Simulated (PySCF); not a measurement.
Structure problem from calculated spectra and properties.

Formula: C4H13B2N.

* Couplings: largest of the computed one-bond spin–spin couplings (means over like bonds): 11B–1H +145.6 (×4), 13C–1H +133.6 (×9), 13C–13C +39.5 (×3), 15N–11B -22.8 (×2), 15N–13C -6.3 Hz [B3LYP/pcJ-1, spin–dipole term left out for some pairs]
* Rotational structure: rotational constants A, B, C: 3.260, 2.370, 1.966 GHz [PBE0-D3(BJ)/def2-SVP]
* Valence photoelectron: vertical ionisation energy: 10.44 eV [ΔSCF wB97X-D/def2-SVPD]
* Polarisability: 85.1 au [wB97X-D/def2-SVPD]
* Triplet: lowest triplet excitation (Tamm–Dancoff): 5.55 eV [TDA wB97X-D/def2-SVPD]
* 13C NMR: chemical shifts (computed TMS as zero) by class: 56.3 (1 C), 34.7 (3 C) ppm [GIAO PBE0/pcSseg-1]
* 1H NMR: chemical shifts (computed TMS as zero) by class: 5.95 (4 H), 1.38 (9 H) ppm [GIAO PBE0/pcSseg-1]
* NMR, other nuclei: isotropic shieldings of nuclei other than C and H, by class: 46 (2 B), 21 (1 N) ppm [GIAO PBE0/pcSseg-1]
* UV, strongest line: among the 10 lowest singlet transitions: S6 at 8.23 eV (151 nm, f = 0.163) [TDDFT wB97X-D/def2-SVPD]
* Dipole: 1.83 D [wB97X-D/def2-SVPD]

Gas-phase values; electronic properties from PySCF, density fitting. Levels stand in brackets. Geometry: PBE0-D3(BJ)/def2-SVP; no solvent, vibrations or thermal averaging. NMR values are class means; diastereotopic atoms form classes of their own.

**Question.** Give a SMILES that accounts for the data.

**Answer.** Numbering: `[BH2:1][N:2]([BH2:3])[C:4]([CH3:5])([CH3:6])[CH3:7]`. 4 carbons fall into 2 classes; from least to most shielded: sp3 carbon bound to nitrogen [C4] (56.3 ppm), methyl carbon [C5/C6/C7] (34.7 ppm, 3 C). Hydrogen classes from least to most shielded: 4 H on 2 three-coordinate borons, B1/B3 (5.95 ppm, a mean of values up to 0.5 ppm apart in this geometry), 9 H on 3 methyl carbons, C5/C6/C7 (1.38 ppm, a mean of values up to 0.9 ppm apart in this geometry). The other shieldings belong to: 46 ppm, three-coordinate boron [B1/B3]; 21 ppm, boron-bound nitrogen [N2]. The couplings run between: +145.6 Hz, three-coordinate boron [B1] and its hydrogen (with 3 like pairs); +133.6 Hz, methyl carbon [C5] and its hydrogen (with 8 like pairs); +39.5 Hz, sp3 carbon bound to nitrogen [C4] and methyl carbon [C5] (with 2 like pairs); -22.8 Hz, boron-bound nitrogen [N2] and three-coordinate boron [B1] (with 1 like pair); -6.3 Hz, boron-bound nitrogen [N2] and sp3 carbon bound to nitrogen [C4]. By its constants the optimised geometry is an asymmetric top. Structure: `BN(B)C(C)(C)C`. Computed isomers that give other values at the same levels: `BNBC(C)(C)C` (rotational constant A: 4.234 GHz; this holds for the one conformer computed). The assignments are read from this structure; whether some other isomer fits the data as well wasn't checked.

The values belong to the conformer `[BH2:1][N:2]([BH2:3])[C:4]([CH3:5])([CH3:6])[CH3:7]`: B1–N2–C4–C5 179°.
